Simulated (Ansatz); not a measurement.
The cluster Cr₃⁺. Total charge 1; octet. Geometry r2SCAN-D4/def2-TZVP, that of the neutral septet; atoms count from 1.

```xyz
3

Cr    1.069   -1.166    0.634
Cr   -0.223    1.665    0.290
Cr   -0.846   -0.499   -0.924
```

The charge 1 octet is spin-contaminated (final ⟨S²⟩ up to 19.65, 15.75 for a pure state). At PBE0-D4/def2-TZVP a sextet of charge 1 lies 1.76 eV below the octet, each at its own geometry. That sextet is doubtful there (⟨S²⟩ 13.63, where a pure state has 8.75). The structure comes from a short search, and lower isomers may exist.

(1) Estimate the Mulliken populations from the PBE0/def2-TZVP orbitals of Ansatz.

(2) Where does the spin sit?

(3) And the Mayer bond orders between bonded heavy atoms (over 0.3)?

Answers

(1) 
```tsv
atom	charge (e)	spin (α − β)	d electrons
Cr1	0.36	5.36	4.87
Cr2	0.35	5.38	4.88
Cr3	0.29	-3.74	4.61
```
Mulliken values and Mayer orders depend strongly on the basis.

(2) Summed by element: Cr 7.00, of 7 unpaired in all. Largest on single atoms: Cr2 5.38, Cr1 5.36, Cr3 -3.74.

(3) Cr1–Cr3 0.78 (2.56 Å); Cr2–Cr3 0.78 (2.56 Å).
